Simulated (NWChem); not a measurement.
System: C2H4O3Si; SMILES O1CO[SiH2]C1=O

```xyz
10

O     -0.2741     2.2255     0.0000
C     -0.0468     1.0397     0.0000
O      1.2480     0.5525     0.0000
C      1.3919    -0.8748     0.0000
O      0.1605    -1.5570     0.0000
Si    -1.1815    -0.5226     0.0000
H      1.9747    -1.1470    -0.9087
H      1.9747    -1.1470     0.9087
H     -2.0189    -0.6712     1.2334
H     -2.0189    -0.6712    -1.2334
```
Atoms are numbered in this order, from 1.

All runs: NWChem. Pople sets run with spherical d functions. STO-3G and 3-21G are far too small for this property and stand as cheap habits. Geometry: optimised at PBE-D3(BJ)/def2-SVP. Field at 589 nm.

Q: Among these, which level gives the lowest value of “isotropic polarisability (bohr³)”?
(A) B3LYP/6-31G*
(B) B3LYP/def2-SVP
(C) B3LYP/STO-3G

A: C, B3LYP/STO-3G. Values: B3LYP/STO-3G 29.3; B3LYP/6-31G* 49.3; B3LYP/def2-SVP 51.0
